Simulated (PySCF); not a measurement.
HC(Cl)(F)CF2OMe, C3H4ClF3O.
Atom-mapped SMILES: `[CH3:1][O:2][C:3]([F:4])([F:5])[C@H:6]([F:7])[Cl:8]` (hydrogens: H9, H10, H11 on C1; H12 on C6)

Cartesian coordinates in Å at the GFN2-xTB level; atoms count from 1:
```xyz
12
C3H4ClF3O angstrom
C     -1.9199    0.1048    0.0389
O     -0.5660    0.5435    0.2351
C      0.3810   -0.2781   -0.2211
F      0.2649   -1.5380    0.2717
F      0.2923   -0.4493   -1.5781
C      1.7672    0.3091    0.1049
F      2.7393   -0.4932   -0.3768
Cl     1.9320    0.4597    1.8583
H     -2.0999   -0.8240    0.5821
H     -2.1241   -0.0366   -1.0235
H     -2.5336    0.9047    0.4416
H      1.8679    1.2968   -0.3591
```

Theory: PySCF, TDDFT CAM-B3LYP/def2-SVPD, vertical, gas phase, core orbitals frozen in the response.

Kohn–Sham orbitals with the atoms that hold most of them (Löwdin shares over 4%, at most four atoms; ? is withheld):

```
orbital  ε (eV)                             atoms
 HOMO-3  -12.23     O2 34%, C1 15%, Cl8 8%, F7 8%
 HOMO-2  -11.25    O2 36%, Cl8 28%, C1 10%, H9 5%
 HOMO-1  -10.79                                 ?
   HOMO       ?                                 ?
   LUMO    1.03     Cl8 38%, C6 16%, C1 8%, F5 7%
 LUMO+1    1.15    Cl8 35%, C1 15%, C6 12%, O2 6%
 LUMO+2    1.63  Cl8 21%, H12 14%, C1 12%, C6 10%
```

**Question.** Which atoms hold the HOMO, and with what shares?

**Answer.** Cl8 (bonded to C) 72%; C6 (bonded to C, Cl, F and H) 10%; C3 (bonded to C, 2 F and O) 4%. By element: chlorine 72%, carbon 15% or more.

**Question.** Which atoms hold the HOMO-1, and with what shares?

**Answer.** Cl8 (bonded to C) 57%; O2 (bonded to 2 C) 21%; C6 (bonded to C, Cl, F and H) 5%; C1 (bonded to O and 3 H) 5%. By element: chlorine 57%, oxygen 21%, carbon 10% or more.

**Question.** What is the HOMO energy, and the HOMO–LUMO gap?

**Answer.** ε(HOMO) = -10.64 eV; the gap is 11.67 eV (0.4289 hartree).

**Question.** The HOMO–LUMO gap is 11.67 eV. Where does the response calculation put the lowest singlet, and from which orbitals?

**Answer.** S1 is at 7.55 eV (f = 0.0017), 4.12 eV below the gap, made of HOMO→LUMO (56%), HOMO→LUMO+1 (28%). Without the coupling terms of the response equations the lowest excitation would equal the gap.

Next come S2 at 7.81 eV (f 0.0026), HOMO-1→LUMO (47%), HOMO-1→LUMO+1 (21%), HOMO-2→LUMO (12%); S3 at 8.82 eV (f 0.026), HOMO→LUMO+1 (41%), HOMO→LUMO+2 (30%), HOMO→LUMO (18%); S4 at 8.93 eV (f 0.020), HOMO-1→LUMO+1 (39%), HOMO-1→LUMO (27%), HOMO-2→LUMO (16%); S5 at 9.19 eV (f 0.054), HOMO-2→LUMO (35%), HOMO-1→LUMO+2 (30%), HOMO-2→LUMO+1 (11%).

One conformer stands for the species.
